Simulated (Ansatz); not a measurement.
Coupled-cluster run, CH₃BOS, SMILES `SB1CO1`.

```yaml
crystal:
  periodic: [false, false, false]
  atoms:
    - {symbol: S, position_ang: [-1.454880, 1.303999, -0.810467]}
    - {symbol: B, position_ang: [-0.241998, 0.188880, -0.163912]}
    - {symbol: C, position_ang: [0.827737, -0.284229, 0.784935]}
    - {symbol: O, position_ang: [0.290602, -1.012575, -0.408000]}
    - {symbol: H, position_ang: [-1.820247, 0.516200, -1.838750]}
    - {symbol: H, position_ang: [1.869477, 0.000238, 0.668938]}
    - {symbol: H, position_ang: [0.590610, -0.780513, 1.721456]}
basis:
  gaussian: {orbitals: def2-SVP}
correlation: {method: ccsd_t}
```

```sh
$ ansatz run in.yaml --threads 2 --pin off --events-out ev --progress --plain --max-ram 4352MiB
```

Log, shortened:

```
Functional definition: HF
733 factors; integrals over basis functions are off by at most 1.2e-3 eV
mean field evaluation 1: about -14595.7697 eV, gradient 3.0e1 eV
mean field evaluation 2: about -14595.8567 eV, gradient 3.0e1 eV
mean field evaluation 4: about -14598.2335 eV, gradient 3.7e0 eV
mean field evaluation 8: about -14598.2828 eV, gradient 2.2e-1 eV
mean field -14598.28304202 eV, -536.4770067225 hartree, gradient 1.1e-6 eV, S^2 0.000000; 0 other end points of the search recorded, 0 dependent functions left out
8 core orbitals not correlated: weight in the atoms' cores, before any rotation towards them, 1.000 or more for the frozen orbitals, at most 0.000 for the correlated occupied ones
reference -14598.28304202 eV, -536.4770067225 hartree; 11, 11 occupied and 56, 56 virtual orbitals, 733 factors
second order -14.45666377 eV of doubles, -0.00000000 eV of singles
cycle   1  -14.85304930 eV  change   -4.0e-1 eV  update   1.0e-1
cycle   2  -15.26431902 eV  change   -4.1e-1 eV  update   3.1e-2
cycle   3  -15.37970216 eV  change   -1.2e-1 eV  update   1.8e-2
cycle   4  -15.37388275 eV  change    5.8e-3 eV  update   4.6e-3
cycle   5  -15.37288506 eV  change    1.0e-3 eV  update   2.0e-3
cycle   6  -15.37316730 eV  change   -2.8e-4 eV  update   6.2e-4
cycle   7  -15.37282786 eV  change    3.4e-4 eV  update   2.1e-4
cycle   8  -15.37283287 eV  change   -5.0e-6 eV  update   7.6e-5
cycle   9  -15.37287019 eV  change   -3.7e-5 eV  update   2.6e-5
cycle  10  -15.37285931 eV  change    1.1e-5 eV  update   1.1e-5
perturbative correction -0.50055376 eV, -0.0183950113 hartree
Total energy: -14614.15645508 eV, -537.0603438933 hartree
```

It took 1.4 s on 2 threads of an Arm Neoverse V2 on a shared host, with 0.34 GiB of host memory at the peak.

Correlation energy per correlated electron: -0.722 eV. T1 diagnostic: 0.0155.
